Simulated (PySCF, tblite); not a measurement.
Isomers of C5H5NO2Si. All values are computed: GFN2-xTB (tblite) harmonic vibrations without scaling, gas phase. Errors from tens to a few hundred cm⁻¹ against measured bands are possible. Modes of hydrogen on silicon can be 10 to 20 % off. One conformer each.

Electronic energies: PBE0/pcSseg-1 single points on the GFN2-xTB geometries (PySCF, gas phase).

```csv
SMILES,"electronic energy, lowest = 0 (kcal/mol)"
C#C[Si@H](O)c1ccno1,79.4
c1cc2c(cn1)O[SiH2]O2,0.0
N#C[Si@@H](C=O)/C=C\C=O,75.6
C#C[C@@H](C#N)C(=O)O[SiH3],78.8
N#C[C@H]1CC(=O)[SiH2]C1=O,70.3
```

Question: How do GFN2-xTB zero-point energies change the relative energies?

Answer: 
| SMILES | ZPE (kcal/mol) | of it from modes above 1550 cm⁻¹ | electronic (kcal/mol) | with ZPE, lowest = 0 (kcal/mol) | lowest mode (cm⁻¹) | rings |
| --- | --- | --- | --- | --- | --- | --- |
| c1cc2c(cn1)O[SiH2]O2 | 57.1 | 24.5 | 0.0 | 0.0 | 133 | 2 |
| N#C[C@H]1CC(=O)[SiH2]C1=O | 54.3 | 27.9 | 70.3 | 67.5 | 41 | 1 |
| N#C[Si@@H](C=O)/C=C\C=O | 53.6 | 30.4 | 75.6 | 72.1 | 50 | 0 |
| C#C[C@@H](C#N)C(=O)O[SiH3] | 51.4 | 28.3 | 78.8 | 73.1 | 24 | 0 |
| C#C[Si@H](O)c1ccno1 | 55.0 | 25.6 | 79.4 | 77.2 | 22 | 1 |

The zero-point energies span 5.7 kcal/mol, from `C#C[C@@H](C#N)C(=O)O[SiH3]` to `c1cc2c(cn1)O[SiH2]O2`. The order is unchanged.

Question: And how do the electronic energies of GFN2-xTB itself compare?

Answer: `c1cc2c(cn1)O[SiH2]O2` 0.0; `N#C[C@H]1CC(=O)[SiH2]C1=O` 123.8; `N#C[Si@@H](C=O)/C=C\C=O` 161.8; `C#C[C@@H](C#N)C(=O)O[SiH3]` 96.7; `C#C[Si@H](O)c1ccno1` 115.9 kcal/mol, lowest = 0. Against the energies above, taken from the same isomer `c1cc2c(cn1)O[SiH2]O2`, the largest difference is 86.2 kcal/mol.

Question: What do entropy and thermal enthalpy add at 298.15 K and 1 bar (rigid rotor, harmonic oscillator, one conformer each)?

Answer: 
```json
{"SMILES": "c1cc2c(cn1)O[SiH2]O2", "point group": "Cs", "symmetry number": "1", "S (cal/(mol K))": "83.9", "H − H(0) (kcal/mol)": "5.15", "ZPE + H − H(0) − TS (kcal/mol)": "37.3"}
{"SMILES": "N#C[C@H]1CC(=O)[SiH2]C1=O", "point group": "C1", "symmetry number": "1", "S (cal/(mol K))": "96.3", "H − H(0) (kcal/mol)": "6.53", "ZPE + H − H(0) − TS (kcal/mol)": "32.1"}
{"SMILES": "N#C[Si@@H](C=O)/C=C\\C=O", "point group": "C1", "symmetry number": "1", "S (cal/(mol K))": "102.4", "H − H(0) (kcal/mol)": "7.28", "ZPE + H − H(0) − TS (kcal/mol)": "30.4"}
```

Not tabulated: `C#C[C@@H](C#N)C(=O)O[SiH3]` (lowest mode only 24 cm⁻¹); `C#C[Si@H](O)c1ccno1` (lowest mode only 22 cm⁻¹).
